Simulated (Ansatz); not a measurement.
Ansatz (a first-principles code) input (B3LYP-D3(BJ)/def2-TZVP):

Ansatz 0.2 input:
```yaml
crystal:
  periodic: [false, false, false]
  atoms:
    - {symbol: S, position_ang: [0.28916387, 0.01545535, 0.02482723]}
    - {symbol: H, position_ang: [-1.05159740, 0.01884381, 0.00646177]}
    - {symbol: H, position_ang: [0.20022392, 1.55757604, 0.03600986]}
    - {symbol: H, position_ang: [0.19282000, -1.52391848, 0.01248417]}
    - {symbol: H, position_ang: [0.17580897, 0.00385156, 1.56335597]}
    - {symbol: H, position_ang: [0.21628848, 0.02733622, -1.51786977]}
basis:
  gaussian:
    orbitals: def2-TZVP
hamiltonian:
  xc: b3lyp
  dispersion: d3bj
magnetization: {spin_polarized: true, initial_magnetization: 1}
relax: {f_tol: 0.002, max_steps: 150}
```

End of the output:

```
491 factors; their error is unknown
mean field: 0.17 GiB planned
mean field -10912.18512911 eV, -401.0154069499 hartree, gradient 2.3e-5 eV, S^2 0.754655; 0 other end points of the search recorded, 0 dependent functions left out
the calculation of the forces begins
reference -10912.18531052 eV, -401.0154136167 hartree; 11, 10 occupied and 56, 57 virtual orbitals, 491 factors
relax step   2: F+E_penalty+E_count = -10912.30376794 eV  Δ(F+E_penalty+E_count) = -8.558e-2 eV  max|allowed force component| = 3.547e-1 eV/Å  Δτ_max = 0.0621 Å  (30 SCF iters, accepted)
these checks for a lower state are left out or cut short: starts, cluster_reference, orbital_swaps, neighbouring_geometries, increment
integrals: 0.01 GiB planned
491 factors; their error is unknown
mean field: 0.17 GiB planned
mean field -10912.21096298 eV, -401.0163563273 hartree, gradient 2.0e-5 eV, S^2 0.754127; 0 other end points of the search recorded, 0 dependent functions left out
the calculation of the forces begins
reference -10912.21114535 eV, -401.0163630291 hartree; 11, 10 occupied and 56, 57 virtual orbitals, 491 factors
relax step   3: F+E_penalty+E_count = -10912.32998749 eV  Δ(F+E_penalty+E_count) = -2.622e-2 eV  max|allowed force component| = 2.515e-1 eV/Å  Δτ_max = 0.0353 Å  (30 SCF iters, accepted)
these checks for a lower state are left out or cut short: starts, cluster_reference, orbital_swaps, neighbouring_geometries, increment
integrals: 0.01 GiB planned
491 factors; their error is unknown
mean field: 0.17 GiB planned
mean field evaluation 32: about -10912.2021 eV, gradient 4.5e-4 eV
mean field -10912.21236207 eV, -401.0164077427 hartree, gradient 1.1e-5 eV, S^2 0.754123; 0 other end points of the search recorded, 0 dependent functions left out
the calculation of the forces begins
reference -10912.21254462 eV, -401.0164144513 hartree; 11, 10 occupied and 56, 57 virtual orbitals, 491 factors
relax step   4: F+E_penalty+E_count = -10912.33135410 eV  Δ(F+E_penalty+E_count) = -1.367e-3 eV  max|allowed force component| = 4.105e-3 eV/Å  Δτ_max = 0.0101 Å  (31 SCF iters, accepted)
these checks for a lower state are left out or cut short: starts, cluster_reference, orbital_swaps, neighbouring_geometries, increment
integrals: 0.01 GiB planned
491 factors; their error is unknown
mean field: 0.17 GiB planned
mean field -10912.21236142 eV, -401.0164077191 hartree, gradient 1.6e-5 eV, S^2 0.754122; 0 other end points of the search recorded, 0 dependent functions left out
the calculation of the forces begins
reference -10912.21254397 eV, -401.0164144276 hartree; 11, 10 occupied and 56, 57 virtual orbitals, 491 factors
relax step   5: F+E_penalty+E_count = -10912.33135464 eV  Δ(F+E_penalty+E_count) = -5.398e-7 eV  max|allowed force component| = 2.087e-4 eV/Å  Δτ_max = 0.0002 Å  (20 SCF iters, accepted)
integrals: 0.01 GiB planned
491 factors; their error is unknown
mean field: 0.17 GiB planned
mean field -10912.21236142 eV, -401.0164077191 hartree, gradient 1.9e-5 eV, S^2 0.754122; 1 other end points of the search recorded, 0 dependent functions left out
the calculation of the forces begins
reference -10912.21254397 eV, -401.0164144276 hartree; 11, 10 occupied and 56, 57 virtual orbitals, 491 factors
Total energy: -10912.33153719 eV, -401.0207873477 hartree
Atom 0 at     0.244757     0.015932     0.024073 Å, force    -0.000074     0.000209    -0.000202 eV/Å
Atom 1 at    -1.100993     0.019220     0.006256 Å, force     0.000042    -0.000015    -0.000012 eV/Å
Atom 2 at     0.223193     1.497106     0.035061 Å, force     0.000016    -0.000129     0.000013 eV/Å
Atom 3 at     0.216279    -1.465086     0.012420 Å, force    -0.000001    -0.000111     0.000015 eV/Å
Atom 4 at     0.200104     0.004713     1.504700 Å, force     0.000012     0.000023     0.000085 eV/Å
Atom 5 at     0.239368     0.027259    -1.457241 Å, force     0.000004     0.000024     0.000101 eV/Å
Dipole moment:    -0.140286     0.000313    -0.001836 e Å
```
